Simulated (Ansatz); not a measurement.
`C[BH][Al]([OH])[F]` + `CC#CC[SiH3]` → `CBCC#CC` + `[OH][Al]([F])[SiH3]`  (redistribution)

Gas-phase electronic energies from Ansatz, PBE0-D4/def2-TZVP geometries. CBS: MP2 limit from def2 TZ/QZ plus the TZ coupled-cluster correction, frozen cores. Functionals use def2-TZVPP. B3LYP here is the variant with VWN-RPA as its local correlation; programs differ in this. One conformer a species, not always the lowest.

```csv
level,ΔE (kJ/mol)
r2SCAN-D4,-59.6
B3LYP-D4,-48.7
ωB97X-V,-48.0
MP2/def2-TZVPP,-52.1
```

What does CCSD(T)/CBS give? (Best estimate.)

Ansatz gave: -48.7 kJ/mol. The listed levels differ from it by -10.9, 0.0, 0.7, -3.4 kJ/mol.

Largest T1 diagnostic among the species: 0.013.

In def2-TZVPP, CCSD(T) changes the Hartree–Fock value by −15.5 kJ/mol (the triples alone add −3.5 kJ/mol) and MP2 by −18.1 kJ/mol. From PBE to PBE0 (25 % exact exchange), in def2-TZVPP and without D4, ΔE moves by +3.1 kJ/mol.
